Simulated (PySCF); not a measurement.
Electronic structure of Si (silicon, neutral) at the UHF level

Configuration: [Ne] 3s2 3p1 3d1, one real determinant (an excited configuration). Calculation: PySCF 2.14, in aug-cc-pV(Q+d)Z with one added diffuse shell each of s, p, d, f, g type (8s7p6d4f3g, 114 functions); no relativity, point nucleus.

```
Total energy                                                  : -288.638278 hartree
One-electron energy                                           : -397.6890 hartree
Hartree (Coulomb) energy                                      : 129.1772 hartree
Exchange energy                                               : -20.1265 hartree
Kinetic energy                                                : 288.61278 hartree
⟨S²⟩                                                          : 2.0158
⟨L²⟩                                                          : 8.050
Sum of ⟨r⟩                                                    : 19.68 bohr
Sum of ⟨r²⟩                                                   : 101.8 bohr²
Traceless quadrupole moment −½Σ⟨3z² − r²⟩ along its main axis : 20.3 e·bohr²
Density at the nucleus (Gaussians lack the cusp)              : 1750 bohr⁻³
Spin density at the nucleus                                   : -0.0668 bohr⁻³
Langevin diamagnetic susceptibility                           : -80.6 ×10⁻⁶ cm³/mol
```

```tsv
shell	electrons	mean orbital energy (eV)	spread (eV)	rms radius, mean of both spins (bohr)
1s α	1	-1878.7	0	0.129
1s β	1	-1878.6	0	0.129
2s α	1	-173.56	0	0.614
2s β	1	-173.37	0	0.614
2p α	3	-121.86	0.333	0.599
2p β	3	-121.52	0.439	0.599
3s α	1	-20.347	0	2.25
3s β	1	-17.911	0	2.25
3p α	1	-12.549	0	2.68
3d α	1	-1.649	0	9.03
```

⟨L²⟩ = 8.05 against 12 for a pure F term, so this real determinant mixes terms. The outer electron is Rydberg-like, and this basis confines it to a smaller radius and binds it less than a complete one would.

Spin-orbit constants ζ (cm⁻¹) from the X2C one-electron operator on these orbitals (non-relativistic here): bare nucleus, nucleus screened by l(l+1)(2l+1)/3 electrons, and screened by the Breit-Pauli mean field of the electrons.

```json
{"shell": "2p", "bare": "3840", "screened nucleus": "3291", "mean field": "3042"}
{"shell": "3p", "bare": "208.4", "screened nucleus": "178.6", "mean field": "161.8"}
{"shell": "3d", "bare": "0.6021", "screened nucleus": "0.1720", "mean field": "0.04681"}
```

To first order the Landé constant is A = 26.99 cm⁻¹, so the lowest level has J = 2 and lies 0.0134 eV below the centre of the term. This holds in LS coupling only.
